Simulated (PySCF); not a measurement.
# What a mistake does to a calculation on Al2BH4N

All numbers below are calculated, not measured. The program is PySCF 2.14.0, an open-source quantum chemistry code, run on an isolated molecule that a program drew, which may never have been made. The molecule is Al2BH4N (charge 0, singlet), drawn as the SMILES string `[AlH2][B]=[N][AlH2]`.

Each row is a Hartree-Fock (HF) and frozen-core CCSD(T) single point in the cc-pV(D+d)Z basis, meant for a local HF minimum. Run 1 is clean. Each other run has one planted mistake out of seven kinds, and not every kind appears here: one electron removed, one electron added, multiplicity raised by two, geometry at a saddle point, minimal basis STO-3G, one bond length entered in bohr, all coordinates scaled. The reference is restricted for singlets and unrestricted otherwise, and also for a bond in bohr. Adding or removing an electron swaps singlet and doublet. Electrons count all cores. HOMO and LUMO are orbital energies over both spins, the gradient is its largest component, and the lowest frequency (negative if imaginary) is given only where the gradient is small. Bond lengths are over the 7 bonds as drawn. T1 is the CCSD diagnostic: over 0.02 (restricted) or 0.045 (unrestricted) a single reference is doubtful.

Geometry of the clean run:
```xyz
8
Al2BH4N, angstrom
Al    0.0165    1.5502   -1.6861
B     0.4028    1.3981    0.3980
N     0.6307    1.3082    1.6275
Al    0.9515    1.1818    3.3657
H    -1.3813    1.0924   -2.2529
H     1.1316    2.1193   -2.6441
H     1.5624   -0.1500    3.9503
H     0.6225    2.4027    4.3090
```

```
run,electrons,basis functions,<S^2>,HOMO (eV),LUMO (eV),gradient (hartree/bohr),lowest frequency (cm^-1),mean bond (Å),longest bond (Å),T1,HF (hartree),CCSD(T) (hartree),mistake
1,42,94,0.000,-10.62,0.41,2.7e-05,61,1.6369,2.125,0.0167,-565.34073,-565.75994,no fault
2,42,94,0.795,-7.88,0.34,1.1e-02,-,1.8375,2.981,0.0600,-565.23951,-565.65022,one bond length entered in bohr
3,42,94,0.000,-10.60,0.32,5.5e-05,-62,1.6372,2.127,0.0165,-565.34026,-565.75929,geometry at a saddle point
4,42,94,0.000,-10.12,0.25,9.2e-02,-,1.7597,2.284,0.0201,-565.30301,-565.73474,?
```

**Which mistake was planted in run 4, and what did it cost?**

The mean and the longest bond both change by the same factor, 1.075, and the gradient is no longer small. So the mistake is: all coordinates scaled. Subtracting run 1 and multiplying by 627.51 kcal/mol a hartree, the energy moved by 23.7 kcal/mol in HF and 15.8 kcal/mol in CCSD(T).

Cautions from the logs. Run 2: T1 is over the limit, so its CCSD(T) energy is less reliable; run 4: T1 is over the limit, so its CCSD(T) energy is less reliable.
